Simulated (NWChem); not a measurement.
System: CH4AlFO; SMILES [F][AlH][O]C

Here is an NWChem input.

```
start job
memory heap 200 mb stack 900 mb global 1100 mb
geometry units angstroms noautoz
  Al    -0.586052     0.625802     0.017133
  H     -1.941286     1.387926    -0.155172
  F      0.815029     1.475748     0.306573
  O     -0.544613    -1.050181    -0.089930
  C      0.292430    -2.156274    -0.026437
  H      0.257529    -2.723183    -0.973273
  H      1.346644    -1.885568     0.164996
  H     -0.030251    -2.840578     0.777741
end
basis spherical
  * library 6-31+g*
end
dft
  xc b3lyp
  iterations 150
end
tddft
  cis
  nroots 8
  notriplet
end
task tddft energy
```

Parts of the log:

```
             Northwest Computational Chemistry Package (NWChem) 7.3.0
             --------------------------------------------------------

 CS  symmetry detected

                             Geometry "geometry" -> ""
                             -------------------------

 Output coordinates in angstroms (scale by  1.889725989 to convert to a.u.)

  No.       Tag          Charge          X              Y              Z
 ---- ---------------- ---------- -------------- -------------- --------------
    1 Al                  13.0000    -0.56960314     0.72970640     0.00000000
    2 H                    1.0000    -1.99686749     1.37009506     0.00000000
    3 F                    9.0000     0.77918107     1.70438217     0.00000000
    4 O                    8.0000    -0.39805300    -0.94142173     0.00000000
    5 C                    6.0000     0.53269375    -1.97187043     0.00000000
    6 H                    1.0000     0.40071918    -2.61297865    -0.88919111
    7 H                    1.0000     1.57590179    -1.60716405     0.00000000
    8 H                    1.0000     0.40071918    -2.61297865     0.88919111

 Effective nuclear repulsion energy (a.u.)     157.2363395529

      Symmetry information
      --------------------

 Group name             Cs
 Group number              2
 Group order               2
 No. of unique centers     7

                                 NWChem DFT Module
                                 -----------------

 Summary of "ao basis" -> "ao basis" (spherical)
 ------------------------------------------------------------------------------
       Tag                 Description            Shells   Functions and Types
 ---------------- ------------------------------  ------  ---------------------
 Al                         6-31+g*                 10       22   5s4p1d
 H                          6-31+g*                  2        2   2s
 F                          6-31+g*                  8       18   4s3p1d
 O                          6-31+g*                  8       18   4s3p1d
 C                          6-31+g*                  8       18   4s3p1d

      Symmetry analysis of basis
      --------------------------

        a'         61
        a"         23

[...]

                                NWChem TDDFT Module
                                -------------------

            General Information
            -------------------
           No. of orbitals :     168
            Alpha orbitals :      84
             Beta orbitals :      84
        Alpha frozen cores :       0
         Beta frozen cores :       0
     Alpha frozen virtuals :       0
      Beta frozen virtuals :       0
         Spin multiplicity :       1
    Number of AO functions :      84
        Use of symmetry is : off
      Symmetry adaption is : on
         Schwarz screening :  0.10D-07

              XC Information
              --------------
                  B3LYP Method XC Potential
              Hartree-Fock (Exact) Exchange   0.20
                 Slater Exchange Functional   0.80 local
             Becke 1988 Exchange Functional   0.72 non-local
       Lee-Yang-Parr Correlation Functional   0.81
           VWN I RPA Correlation Functional   0.19 local

             TDDFT Information
             -----------------
          Calculation type : Tamm-Dancoff TDDFT
         Wavefunction type : Restricted singlets
          No. of electrons :      40
           Alpha electrons :      20
            Beta electrons :      20
              No. of roots :       8
          Max subspacesize :    5600
            Max iterations :     100
               Target root :       1
           Target symmetry : none
      Symmetry restriction : off
                 Algorithm : Optimal
        Davidson threshold :  0.10D-03

    8 smallest eigenvalue differences (eV)
--------------------------------------------------------
  No. Spin  Occ  Vir  Irrep   E(Occ)    E(Vir)   E(Diff)
--------------------------------------------------------
    1    1   20   21 a'       -0.302    -0.030     7.416
    2    1   19   21 a"       -0.306    -0.030     7.501
    3    1   20   22 a"       -0.302    -0.024     7.580
    4    1   19   22 a'       -0.306    -0.024     7.665
    5    1   20   23 a"       -0.302     0.013     8.597
    6    1   19   23 a'       -0.306     0.013     8.682
    7    1   18   21 a"       -0.352    -0.030     8.762
    8    1   20   24 a"       -0.302     0.020     8.782
--------------------------------------------------------

  Entering Davidson iterations
  Restricted singlet excited states

  Iter   NTrls   NConv    DeltaV     DeltaE      Time
  ----  ------  ------  ---------  ---------  ---------
    1      8       0     0.12E+00   0.10+100       22.1
    2     16       0     0.18E-01   0.14E-01       22.2
    3     24       0     0.57E-02   0.62E-03       22.3
    4     32       3     0.40E-02   0.16E-03       22.2
    5     37       6     0.14E-02   0.46E-04       19.1
    6     39       7     0.33E-03   0.31E-05       15.8
    7     40       8     0.80E-04   0.21E-06       13.8
  ----  ------  ------  ---------  ---------  ---------
  Convergence criterion met

  Ground state a'       -458.134272546812 a.u.

  ----------------------------------------------------------------------------
  Root   1 singlet a"             0.234848849 a.u.                6.3906 eV
  ----------------------------------------------------------------------------
     Transition Moments    X -0.00000   Y -0.00000   Z -0.07264
     Dipole Oscillator Strength                    0.0008262017
     Electric Quadrupole                           0.0000000028
     Magnetic Dipole                               0.0000001016
     Total Oscillator Strength                     0.0008263061

[...]
```

Level: B3LYP/6-31+G* (spherical d), TDA. Structure relaxed at the PBE0/def2-SVP level. B3LYP is NWChem's, with the RPA form of VWN correlation.
